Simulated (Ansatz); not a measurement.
Ideal-gas functions of AlH5Se, SMILES `[AlH3-][SeH2+]` at 298.15 K and 1 bar, from an Ansatz frequency run at PBE0-D4/def2-TZVP.

Molar mass 110.98 g/mol, point group Cs (symmetry number 1), electronic degeneracy 1, moments of inertia 11.822, 164.391, 164.647 u Å². Harmonic wavenumbers (cm⁻¹, unscaled): 119, 189, 258, 296, 489, 551, 711, 762, 766, 1055, 1880, 1881, 1886, 2446, 2458.

Use S(trans) = R[1.5 ln M + 2.5 ln T − 1.1517]; rotational temperatures θ = 24.2544 K / I; S(rot) = R[ln(√π/σ · √(T³/θAθBθC)) + 1.5]; for each mode x = 1.438777 ν̃/T, S = R[x/(eˣ − 1) − ln(1 − e⁻ˣ)] and H = RT x/(eˣ − 1); 1 cm⁻¹ = 0.0119627 kJ/mol; R = 8.31446 J/(mol·K).

Problem. By hand: the entropy, in J/(mol·K).

Solution. Translation 167.6. Rotation: θ = 2.0516, 0.1475, 0.1473 K, giving 101.2. Vibration, mode by mode: 13.04, 9.36, 7.01, 6.02, 2.87, 2.27, 1.23, 1.01, 0.99, 0.31, 0.01, 0.01, 0.01, 0.00, 0.00, in all 44.1. Electronic 0.0. Sum 312.9 J/(mol·K).

Problem. By hand: H − E and G − E in kJ/mol, counted from the electronic energy.

Solution. Zero-point energy ½ × 15747 × 0.0119627 = 94.2; thermal vibration 7.7; translation, rotation and pV give 4 RT = 9.9. H − E = 111.8 kJ/mol, and G − E = 111.8 − 298.15 × 312.9/1000 = 18.5 kJ/mol.

Vibration gives 14 % of the entropy, 13.0 J/(mol·K) of it from the mode under 150 cm⁻¹: soft modes count most, and the harmonic formula is weakest for them.
